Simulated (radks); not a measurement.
Values are calculated unless marked as measured or tabulated.
All-electron atom: Ti5+ in [Ne] 3s2 3p5 (the NIST ground configuration). Code: a radial shooting solver on a logarithmic mesh with Libxc functionals. Model: scalar-relativistic Kohn-Sham, r2SCAN, spin-unpolarised, spherical densities, finite nucleus; meta-GGA in the generalised Kohn-Sham scheme; Fermi nuclear charge, rms radius 3.5921 fm.

Local quantities along the radius. ELF = 1/(1 + alpha^2) is the electron localisation function; alpha = (tau - tau_W)/tau_unif compares the Pauli kinetic energy density with that of the uniform gas; r v_xc is r times the local exchange-correlation potential (hartree bohr, multiplicative part alone); s = |grad rho|/(2 (3 pi^2)^(1/3) rho^(4/3)) is the reduced gradient. tau is taken from the large components.

r (bohr),ELF,alpha,r v_xc,s
0.005138,1.000,0.01593,-0.1416,0.4344
0.005793,1.000,0.01649,-0.1542,0.4339
0.006479,1.000,0.01711,-0.1671,0.4343
0.007247,1.000,0.01787,-0.1812,0.4356
0.008171,1.000,0.01883,-0.1978,0.4381
0.00914,1.000,0.01992,-0.2147,0.4415
0.01031,1.000,0.02133,-0.2344,0.4462
0.01153,0.999,0.02293,-0.2543,0.4518
0.013,0.999,0.02504,-0.2772,0.4592
0.01454,0.999,0.02746,-0.3002,0.4676
0.01639,0.999,0.03071,-0.3263,0.4782
0.01833,0.999,0.03454,-0.3522,0.4899
0.0205,0.998,0.03941,-0.3792,0.5035
0.02312,0.998,0.04620,-0.4095,0.5205
0.02586,0.997,0.05457,-0.4387,0.5390
0.02916,0.996,0.06665,-0.4708,0.5618
0.03261,0.993,0.08213,-0.5013,0.5864
0.03677,0.989,0.1054,-0.5346,0.6165
0.04113,0.982,0.1365,-0.5665,0.6481
0.04637,0.967,0.1852,-0.6018,0.6853
0.05186,0.940,0.2528,-0.6352,0.7222
0.05801,0.889,0.3526,-0.6635,0.7584
0.06541,0.792,0.5121,-0.6683,0.7910
0.07316,0.654,0.7267,-0.6207,0.8067
0.08249,0.484,1.032,-0.5368,0.7935
0.09226,0.354,1.352,-0.5260,0.7400
0.104,0.277,1.617,-0.5749,0.6347
0.1164,0.265,1.667,-0.6488,0.5104
0.1312,0.313,1.481,-0.6775,0.3890
0.1467,0.414,1.189,-0.7384,0.3161
0.1641,0.549,0.9064,-0.8569,0.2919
0.1851,0.684,0.6795,-0.9362,0.3107
0.207,0.773,0.5414,-0.9738,0.3569
0.2334,0.828,0.4553,-0.9965,0.4280
0.261,0.850,0.4200,-1.026,0.5116
0.2943,0.844,0.4296,-1.046,0.6206
0.3292,0.799,0.5017,-1.038,0.7411
0.3712,0.663,0.7131,-0.9473,0.8819
0.4151,0.420,1.176,-0.6445,0.9876
0.4643,0.196,2.026,-0.6722,0.9776
0.5236,0.112,2.823,-0.6737,0.7396
0.5856,0.144,2.441,-0.8387,0.4281
0.6603,0.340,1.394,-0.8759,0.2507
0.7385,0.628,0.7692,-1.060,0.2688
0.8327,0.811,0.4834,-1.064,0.3802
0.9314,0.871,0.3854,-1.083,0.5192
1.05,0.883,0.3631,-1.091,0.7016
1.175,0.868,0.3902,-1.063,0.9167
1.314,0.824,0.4619,-1.010,1.203
1.481,0.729,0.6098,-0.9009,1.640
1.657,0.572,0.8646,-0.6341,2.252
1.868,0.340,1.393,-0.07340,3.286
2.089,0.147,2.412,0.1351,4.876
2.356,0.040,4.890,-0.05318,7.836
2.635,0.009,10.63,-0.1067,12.89
2.971,0.001,28.06,-0.08032,23.52
3.323,0.000,80.07,-0.04572,44.27

On this mesh the ELF has minima near r = 0.12, 0.52 bohr, which separate the shells, and maxima near 0.26 (0.85), 1.1 (0.88).

Self-consistent cycle (total energy in hartree, residual of the potential): 1: -843.481935, 8e+00; 2: -845.494065, 4e+00; 3: -846.745144, 2e-01; 4: -846.747564, 7e-02; 5: -846.748933, 4e-03; 6: -846.748931, 1e-03; 7: -846.748934, 1e-04; 8: -846.748933, 8e-05; 9: -846.748933, 4e-05; 10: -846.748933, 4e-06; 11: -846.748933, 1e-06.
